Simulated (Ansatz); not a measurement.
Relaxation of BrH$_{6}$OPSi (10 atoms, charge 0, multiplicity 1), to a largest force component of 0.03 eV/Å in at most 50 steps.

All numbers below come from RKS PBE0/def2-SVP (Ansatz).

```xyz
10
Properties=species:S:1:pos:R:3
Si -1.090 -0.686 0.914
Br 0.081 -2.081 -0.476
H -2.046 -1.607 1.593
H -1.768 0.343 0.101
O -0.098 0.058 2.004
H 1.665 0.125 -1.237
P 0.838 1.255 -1.249
H 0.328 -0.478 2.684
H 1.821 2.137 -1.808
H 0.270 0.934 -2.526
```

Q: Where does it end, and by what steps?

A: The run converged. The force dipped under the threshold on the way, but the program's further checks kept it going. After 20 steps the energy has fallen by 0.147 eV; H10 moved furthest, 0.81 Å.

| step | energy less start (eV) | largest force component (eV/Å) | accepted |
| --- | --- | --- | --- |
| 0 | 0.0000 | 0.584 | yes |
| 1 | -0.1002 | 0.183 | yes |
| 2 | -0.1144 | 0.116 | yes |
| 3 | -0.0525 | 0.879 | no |
| 4 | -0.1236 | 0.059 | yes |
| 5 | -0.1300 | 0.032 | yes |
| 6 | -0.1381 | 0.042 | yes |
| 7 | -0.1267 | 0.559 | no |
| 8 | -0.1409 | 0.011 | yes |
| 9 | -0.1425 | 0.086 | yes |
| 10 | -0.1428 | 0.098 | yes |
| 11 | -0.1440 | 0.081 | yes |
| 12 | -0.1448 | 0.045 | yes |
| 13 | -0.1453 | 0.047 | yes |
| 14 | -0.1455 | 0.061 | yes |
| 15 | -0.1458 | 0.040 | yes |
| 16 | -0.1461 | 0.017 | yes |
| 17 | -0.1463 | 0.057 | yes |
| 18 | -0.1464 | 0.053 | yes |
| 19 | -0.1467 | 0.028 | yes |
| 20 | -0.1470 | 0.021 | yes |

```xyz
10
Properties=species:S:1:pos:R:3
Si -1.257 -0.756 1.081
Br -0.410 -2.107 -0.490
H -2.193 -1.613 1.861
H -1.935 0.379 0.420
O -0.061 -0.125 2.033
H 2.031 0.671 -1.037
P 0.855 1.283 -1.566
H 0.454 -0.741 2.563
H 1.568 2.421 -2.058
H 0.949 0.586 -2.808
```

Run time: 52 s on 2 threads of Arm Neoverse V2, on a shared host, peak memory 0.27 GiB.
